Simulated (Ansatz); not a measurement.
Compare A (`C[SiH]([NH])O`•) with its isomer B (`CO[SiH]N`•).

Isolated molecules relaxed with PBE0-D4/def2-TZVP in Ansatz; ΔE leaves out vibrations. CBS: MP2 limit from def2 TZ/QZ plus the TZ coupled-cluster correction, frozen cores. Functionals use def2-TZVPP. B3LYP here is the variant with VWN-RPA as its local correlation; programs differ in this. Open shells (•) are unrestricted, without spin–orbit coupling. One conformer a species, not always the lowest.

(1) Which is lower in electronic energy at CCSD(T)/CBS, and by how much? (Estimate.)

(2) Give E(B) − E(A) in kJ/mol with PBE0-D4, B3LYP, HF/def2-TZVPP, CCSD/def2-TZVPP, LDA (SPW92), B2PLYP, CCSD(T)/def2-TZVPP. (Estimate.)

(3) Does the order hold for the free energy at 298.15 K (harmonic terms from PBE0-D4)? (Estimate.)

Largest T1 diagnostic: 0.014.

## Answers

(1) The calculation gave: A, by 25.6 kJ/mol.

(2) The calculation gave: PBE0-D4 19.3, B3LYP 20.7, HF/def2-TZVPP 58.7, CCSD/def2-TZVPP 32.2, LDA (SPW92) -11.5, B2PLYP 21.6, CCSD(T)/def2-TZVPP 28.0. The order is the other way round with LDA (SPW92).

(3) Computed: Yes: G(B) − G(A) = +32.6 kJ/mol, for one conformer each.

In def2-TZVPP, CCSD(T) changes the Hartree–Fock value by −30.7 kJ/mol (the triples alone add −4.2 kJ/mol) and MP2 by −45.8 kJ/mol. From BLYP to BHLYP (50 % exact exchange), in def2-TZVPP and without D4, E(B) − E(A) moves by +19.7 kJ/mol.
